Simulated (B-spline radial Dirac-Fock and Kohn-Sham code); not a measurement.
**Compton profile of In²⁷⁺**

System: the In²⁷⁺ ion, configuration [Ar] 3d4.

Method: the impulse approximation on Dirac-Fock densities. Computed with an atomic code on a B-spline grid. pz is in atomic units of momentum; subshell profiles are per electron, for a selection of subshells; open shells are spread over both j values by their weights.

| pz | J total | J 1s1/2 | J 2s1/2 | J 3d3/2 | J 3d5/2 |
| --- | --- | --- | --- | --- | --- |
| 0 | 1.264 | 0.0167 | 0.0594 | 0.0515 | 0.0519 |
| 0.4 | 1.260 | 0.0167 | 0.0593 | 0.0515 | 0.0519 |
| 0.5 | 1.258 | 0.0167 | 0.0592 | 0.0515 | 0.0519 |
| 0.6 | 1.256 | 0.0167 | 0.0591 | 0.0515 | 0.0519 |
| 0.8 | 1.250 | 0.0167 | 0.0589 | 0.0515 | 0.0519 |
| 1 | 1.242 | 0.0167 | 0.0585 | 0.0515 | 0.0519 |
| 1.2 | 1.232 | 0.0167 | 0.0582 | 0.0515 | 0.0519 |
| 1.4 | 1.221 | 0.0166 | 0.0577 | 0.0515 | 0.0519 |
| 1.6 | 1.208 | 0.0166 | 0.0573 | 0.0515 | 0.0519 |
| 1.8 | 1.194 | 0.0166 | 0.0567 | 0.0515 | 0.0519 |
| 2 | 1.177 | 0.0166 | 0.0561 | 0.0515 | 0.0519 |
| 2.5 | 1.131 | 0.0166 | 0.0543 | 0.0514 | 0.0518 |
| 3 | 1.076 | 0.0165 | 0.0522 | 0.0511 | 0.0515 |
| 4 | 0.9485 | 0.0164 | 0.0473 | 0.0500 | 0.0503 |
| 5 | 0.8117 | 0.0162 | 0.0417 | 0.0473 | 0.0476 |
| 7 | 0.5664 | 0.0157 | 0.0301 | 0.0377 | 0.0377 |
| 10 | 0.3372 | 0.0148 | 0.0156 | 0.0203 | 0.0201 |
| 15 | 0.1692 | 0.0129 | 0.00396 | 0.00510 | 0.00494 |
| 20 | 0.09208 | 0.0107 | 0.00160 | 0.00120 | 0.00114 |
| 30 | 0.03217 | 0.00668 | 0.00138 | 8.84e-05 | 8.10e-05 |
| 40 | 0.01381 | 0.00389 | 0.000890 | 1.03e-05 | 9.03e-06 |
| 60 | 0.003537 | 0.00127 | 0.000254 | < 1e-6 | < 1e-6 |
| 100 | 0.0004501 | 0.000183 | 2.87e-05 | < 1e-6 | < 1e-6 |

J(0) = 1.264. The 3p3/2 subshell gives the largest part, 25 %.

Mean momentum ⟨p⟩ by subshell (a.u.): 1s1/2 44.7, 2s1/2 15.9, 2p1/2 21.2, 2p3/2 20.3, 3s1/2 8.31, 3p1/2 9.87, 3p3/2 9.60, 3d3/2 11.5, 3d5/2 11.4.
